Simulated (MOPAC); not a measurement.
A run for MOPAC: PM7 on H2O2V (SMILES [OH][V][OH]), 2S+1 = 2, a spin state set in the input, which need not be the lowest.

```
PM7 1SCF PRECISE CHARGE=0 UHF MS=0.5 THREADS=1
H2O2V

V     -0.01050412 1     0.00573171 1    -0.01125538 1
O      1.25853991 1     0.24657025 1    -1.23352298 1
H      1.93946840 1     0.37597198 1    -1.88959519 1
O     -1.27985498 1    -0.23478419 1     1.21074891 1
H     -1.96132037 1    -0.36364318 1     1.86631042 1
```

Output:

```
*******************************************************************************
 **                                                                           **
 **                              MOPAC v23.2.5                                **
 **                                                                           **
 *******************************************************************************
 ** MOPAC's Digital Object Identifier: https://doi.org/10.5281/zenodo.6511958 **
 **                                                                           **
 ** Please cite the open-source release paper for use of this MOPAC version:  **
 ** J. E. Moussa and J. J. P. Stewart (2026)                                  **
 ** MOPAC: An open-source semiempirical molecular orbital program             **
 ** J. Open Source Softw., 11(119), 8025, https://doi.org/10.21105/joss.08025 **
 *******************************************************************************

                              PM7 CALCULATION RESULTS

 *******************************************************************************
 *  PM7        - The PM7 Hamiltonian to be used
 *  UHF        - UNRESTRICTED HARTREE-FOCK CALCULATION
 *
 *
 *
 *                 CHARGE ON SYSTEM = 0
 *
 *
 *
 *  MS=        - IN MECI, MAGNETIC COMPONENT OF SPIN =  0.5
 *  PRECISE    - TIGHTER CRITERIA TO BE USED
 *  1SCF       - DO 1 SCF AND THEN STOP
 *  THREADS=1  - MULTI-THREADING NOT USED
 *  T=         - A TIME OF 172800.0 SECONDS REQUESTED
 *  DUMP=N     - RESTART FILE WRITTEN EVERY 7200.0 SECONDS REQUESTED
 *******************************************************************************
PM7 1SCF PRECISE CHARGE=0 UHF MS=0.5 THREADS=1
 H2O2V

   ATOM   CHEMICAL          X               Y               Z
  NUMBER   SYMBOL      (ANGSTROMS)     (ANGSTROMS)     (ANGSTROMS)

     1       V         -0.01050412  *   0.00573171  *  -0.01125538  *
     2       O          1.25853991  *   0.24657025  *  -1.23352298  *
     3       H          1.93946840  *   0.37597198  *  -1.88959519  *
     4       O         -1.27985498  *  -0.23478419  *   1.21074891  *
     5       H         -1.96132037  *  -0.36364318  *   1.86631042  *



          CARTESIAN COORDINATES

    NO.       ATOM           X           Y           Z

     1         V         -0.0105      0.0057     -0.0113
     2         O          1.2585      0.2466     -1.2335
     3         H          1.9395      0.3760     -1.8896
     4         O         -1.2799     -0.2348      1.2107
     5         H         -1.9613     -0.3636      1.8663

 General Reference for PM7:
 "Optimization of Parameters for Semiempirical Methods VI: More Modifications to the
 NDDO Approximations and Re-optimization of Parameters", J. J. P. Stewart, J. Mol. Mod., 1:32, 19 (2013)
 https://link.springer.com/article/10.1007/s00894-012-1667-x

           Empirical Formula: H2 O2 V  =     5 atoms



      MOLECULAR POINT GROUP   :   D*h


          UHF CALCULATION, NO. OF ALPHA ELECTRONS =   10
                           NO. OF BETA  ELECTRONS =    9

 -------------------------------------------------------------------------------
 PM7 1SCF PRECISE CHARGE=0 UHF MS=0.5 THREADS=1
 H2O2V



     1SCF WAS SPECIFIED, SO BFGS WAS NOT USED
     SCF FIELD WAS ACHIEVED


                              PM7 CALCULATION
                                                       MOPAC v23.2.5 Linux




          FINAL HEAT OF FORMATION =        -52.27616 KCAL/MOL =    -218.72345 KJ/MOL


          COSMO AREA              =         97.71 SQUARE ANGSTROMS
          COSMO VOLUME            =         83.21 CUBIC ANGSTROMS

          IONIZATION POTENTIAL    =          6.234052 EV
          ALPHA SOMO LUMO (EV)    =         -6.558 -1.355
          BETA  SOMO LUMO (EV)    =         -6.234 -0.901
          NO. OF ALPHA ELECTRONS  =         10
          NO. OF BETA  ELECTRONS  =          9
          MOLECULAR WEIGHT        =         84.9561         POINT GROUP:  D*h

          MOLECULAR DIMENSIONS (Angstroms)

            Atom       Atom       Distance
            H     5    H     3     5.46535
            V     1    H     3     0.00072
            O     2    O     4     0.00003


          SCF CALCULATIONS        =          1





   ATOM   CHEMICAL          X               Y               Z
  NUMBER   SYMBOL      (ANGSTROMS)     (ANGSTROMS)     (ANGSTROMS)

     1       V         -0.01050412  *   0.00573171  *  -0.01125538  *
     2       O          1.25853991  *   0.24657025  *  -1.23352298  *
     3       H          1.93946840  *   0.37597198  *  -1.88959519  *
     4       O         -1.27985498  *  -0.23478419  *   1.21074891  *
     5       H         -1.96132037  *  -0.36364318  *   1.86631042  *

                             CARTESIAN COORDINATES

   1    V       -0.010504120     0.005731710    -0.011255380
   2    O        1.258539910     0.246570250    -1.233522980
   3    H        1.939468400     0.375971980    -1.889595190
   4    O       -1.279854980    -0.234784190     1.210748910
   5    H       -1.961320370    -0.363643180     1.866310420


           Empirical Formula: H2 O2 V  =     5 atoms



      MOLECULAR POINT GROUP   :   D*h


          ALPHA EIGENVALUES
 -30.13971 -27.20230 -16.74760 -16.71952 -14.75039 -14.75039 -11.86546 -11.75894
 -11.75893  -6.55782  -1.35528   0.93508   0.93508   2.83891   4.23895   5.88450
   5.90103   5.90105   8.87368


           BETA EIGENVALUES
 -30.21440 -27.36713 -16.84567 -16.75197 -14.65912 -14.65911 -11.92871 -11.92871
  -6.23405  -0.90105  -0.32047   1.35926   1.35929   3.16877   4.17785   5.91711
   6.34982   6.34985   8.79108


              NET ATOMIC CHARGES AND DIPOLE CONTRIBUTIONS

  ATOM NO.   TYPE          CHARGE      No. of ELECS.   s-Pop       p-Pop       d-Pop
    1          V           0.260766        4.7392     1.98290     0.28167     2.47466
    2          O          -0.476389        6.4764     1.68920     4.78718
    3          H           0.346007        0.6540     0.65399
    4          O          -0.476384        6.4764     1.68919     4.78719
    5          H           0.346000        0.6540     0.65400
 DIPOLE           X         Y         Z       TOTAL
 POINT-CHG.    -0.001     0.001    -0.001     0.001
 HYBRID         0.000    -0.000     0.000     0.000
 SUM           -0.001     0.001    -0.001     0.001


          ATOMIC ORBITAL ELECTRON POPULATIONS

     Atom    s        px        py        pz      x^2-y^2     xz        z^2       yz        xy
    1  V   1.98290   0.12031   0.04663   0.11474   0.75886   0.56761   0.60275   0.27078   0.27466
    2  O   1.68920   1.53392   1.70652   1.54674
    3  H   0.65399
    4  O   1.68919   1.53361   1.70658   1.54701
    5  H   0.65400


                    (SZ)    =    0.500000
                    (S**2)  =    0.772450


          ATOMIC ORBITAL SPIN POPULATIONS

    Atom   Total    s     px     py     pz   x^2-y^2  xz     z^2    yz     xy
         Atomic
    1  V  1.0864 -0.009  0.002  0.003  0.002  0.546  0.277  0.213  0.033  0.019
    2  O -0.0426 -0.006 -0.010 -0.017 -0.010
    3  H -0.0006 -0.001
    4  O -0.0426 -0.006 -0.010 -0.017 -0.010
    5  H -0.0006 -0.001

 **********************
 *                    *
 * JOB ENDED NORMALLY *
 *                    *
 **********************




 == MOPAC DONE ==
```

The run finished.

Cost: about 0.04 core-seconds (a rough figure).
